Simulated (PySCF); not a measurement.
SMILES CC(C)C[SiH2]N (C4H13NSi), singlet, GFN2-xTB optimised geometry.

```
19

C     -0.44    -1.74     1.21
C      0.09    -0.97     0.00
C      1.61    -0.97     0.00
C     -0.47     0.45     0.00
Si     0.01     1.50    -1.52
N     -1.01     2.89    -1.44
H     -1.52    -1.78     1.21
H     -0.11    -1.27     2.13
H     -0.07    -2.77     1.20
H     -0.26    -1.48    -0.91
H      1.99    -0.42     0.86
H      2.00    -0.51    -0.90
H      1.99    -1.99     0.06
H     -0.13     0.96     0.91
H     -1.56     0.40     0.07
H      1.37     2.04    -1.46
H     -0.14     0.67    -2.73
H     -0.87     3.62    -2.12
H     -2.00     2.77    -1.27
```

Density from PBE0/def2-SVP (PySCF) at that geometry.

Minimum of the electron density along straight lines between bonded atoms, close to the bond critical point (lines longer than 1.1 times the sum of covalent radii, or with two minima, are not listed):

```tsv
bond	length / Å	ρ at the minimum / e bohr⁻³	∇²ρ there / e bohr⁻⁵	position (fraction from the first atom)
C1–C2	1.529	0.243	-0.55	0.50
C2–C3	1.525	0.245	-0.56	0.50
C2–C4	1.528	0.241	-0.54	0.50
C4–Si5	1.899	0.113	0.32	0.62
Si5–N6	1.724	0.122	0.74	0.40
C1–H7	1.088	0.276	-1.00	0.62
C1–H8	1.089	0.275	-1.00	0.62
C1–H9	1.088	0.276	-1.00	0.62
C2–H10	1.096	0.275	-0.99	0.62
C3–H11	1.088	0.275	-1.00	0.62
C3–H12	1.087	0.276	-1.00	0.62
C3–H13	1.088	0.276	-1.00	0.62
C4–H14	1.092	0.271	-0.95	0.62
C4–H15	1.093	0.269	-0.93	0.62
Si5–H16	1.465	0.117	0.33	0.49
Si5–H17	1.476	0.115	0.32	0.49
N6–H18	1.006	0.333	-1.53	0.76
N6–H19	1.007	0.332	-1.52	0.76
```
